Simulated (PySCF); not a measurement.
## Spinor energies of Cs²³⁺ (caesium, charge +23)

Start: [Ar] 3d10 4s2 4p2; 4p1/2 filled at m_j = -1/2, +1/2. Calculated with PySCF 2.14 in an uncontracted even-tempered set (17 s from 1.7 bohr⁻², ratio 2.8; 13 p from 2.2 bohr⁻², ratio 2.8; 8 d from 3.8 bohr⁻², ratio 2.8; 4 f from 11 bohr⁻², ratio 3): generalised Hartree-Fock with the X2C-1e Hamiltonian and a Gaussian nucleus; one run each with spin-orbit coupling (SO) switched off, then screened by Boettger's factors.

```
spinor shell  electrons  ε, spin-free (eV)  ε, screened SO (eV)  weight of nominal j (screened SO)  rms radius, screened SO (bohr)
       1s1/2          2           -36867.7             -36861.8                              1.000                          0.0298
       2s1/2          2            -6470.8              -6468.1                              1.000                           0.121
       2p1/2          2            -5870.9              -6117.2                              1.000                           0.104
       2p3/2          4            -5870.9              -5758.8                              1.000                           0.110
       3s1/2          2            -1902.1              -1900.4                              1.000                           0.314
       3p1/2          2            -1703.2              -1753.7                              1.000                           0.306
       3p3/2          4            -1703.2              -1678.5                              1.000                           0.318
       3d3/2          4            -1417.9              -1426.0                              1.000                           0.288
       3d5/2          6            -1417.9              -1409.9                              1.000                           0.291
       4s1/2          2            -805.20              -804.46                              1.000                           0.681
       4p1/2          2            -741.35              -750.65                              1.000                           0.692
```

```json
{"quantity": "E (hartree)", "spin-free": "-7540.43862", "screened SO": "-7543.94060"}
{"quantity": "M_J", "spin-free": "0", "screened SO": "0"}
{"quantity": "⟨J²⟩", "spin-free": "2.002", "screened SO": "0.000"}
{"quantity": "⟨L²⟩", "spin-free": "2.002", "screened SO": "1.346"}
{"quantity": "⟨S²⟩", "spin-free": "2.001", "screened SO": "1.346"}
```

Breit and QED terms are absent; they matter most for the inner s and p1/2 levels.

Densities and radii are taken from the X2C orbitals without a picture-change correction, which distorts them close to the nucleus.

Without spin-orbit coupling the j labels of p, d and f shells carry no meaning; the spin-free column gives the mean over the occupied spinors of each nl shell.
